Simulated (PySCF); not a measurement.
Cd(2+) (cadmium, charge +2): TPSSh calculation

Configuration: [Kr] 4d9 5s1, high-spin 3D determinant (an excited configuration). Computed with PySCF 2.14 in x2c-QZVPPall with one added diffuse shell each of s, p, d, f, g type (14s9p8d5f3g, 143 functions), with the spin-free X2C one-electron Hamiltonian (Gaussian nucleus).

```
Total energy                                                  : -5592.50 hartree
One-electron energy                                           : -7665.01 hartree
Hartree (Coulomb) energy                                      : 2227.55 hartree
Exchange-correlation energy                                   : -155.04 hartree
⟨S²⟩                                                          : 2.0008
⟨L²⟩                                                          : 6.009
Sum of ⟨r⟩                                                    : 27.99 bohr
Sum of ⟨r²⟩                                                   : 32.80 bohr²
Traceless quadrupole moment −½Σ⟨3z² − r²⟩ along its main axis : -0.372 e·bohr²
Langevin diamagnetic susceptibility                           : -26.0 ×10⁻⁶ cm³/mol
Time after the integrals                                      : about 18 core-seconds
```

```tsv
shell	electrons	mean orbital energy (eV)	spread (eV)	rms radius, mean of both spins (bohr)
1s α	1	-26565.4	0	0.0348
1s β	1	-26565.4	0	0.0348
2s α	1	-3975.2	0	0.143
2s β	1	-3975.0	0	0.143
2p α	3	-3568.8	0.428	0.127
2p β	3	-3568.6	0.239	0.127
3s α	1	-766.80	0	0.383
3s β	1	-766.66	0	0.383
3p α	3	-632.51	0.786	0.384
3p β	3	-632.35	0.659	0.384
3d α	5	-422.09	0.937	0.365
3d β	5	-421.83	0.606	0.365
4s α	1	-133.69	0	0.934
4s β	1	-132.56	0	0.934
4p α	3	-93.863	1.653	1.02
4p β	3	-92.654	0.399	1.02
4d α	5	-36.242	1.930	1.32
4d β	4	-35.110	1.252	1.32
5s α	1	-23.852	0	2.53
```

Densities and radii are taken from the X2C orbitals without a picture-change correction, which distorts them close to the nucleus.
